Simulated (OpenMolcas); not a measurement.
Ag2+ (d9) among equal point charges was computed by CASSCF with the d shell active (OpenMolcas, ANO-RCC-VDZP on the metal). Its lowest spin-free states, and all those of the highest spin:

```json
{"2S+1": "2", "Degeneracy": "2", "E (cm-1)": "0.0"}
{"2S+1": "2", "Degeneracy": "2", "E (cm-1)": "7837"}
{"2S+1": "2", "Degeneracy": "1", "E (cm-1)": "11531"}
```

Problem. Is the site octahedral, tetrahedral or cube-like, axial, or of lower symmetry?

Solution. The states with 2S+1 = 2 have orbital degeneracies 2, 2, 1. There are pairs but no triples, so the site is axial: not cubic, but with a proper or improper axis of order three or more. The run had Ag2+ among 6 point charges of -1.5 e arranged as a trigonal antiprism (D3d), 1.94 Å from the ion, with a polar angle of 61.3° against the regular 54.74°.

An orbital doublet at a regular site is open to a Jahn-Teller distortion, which this geometry leaves out. This is an electrostatic model: the charges have no orbitals. No measured value stands beside these numbers.
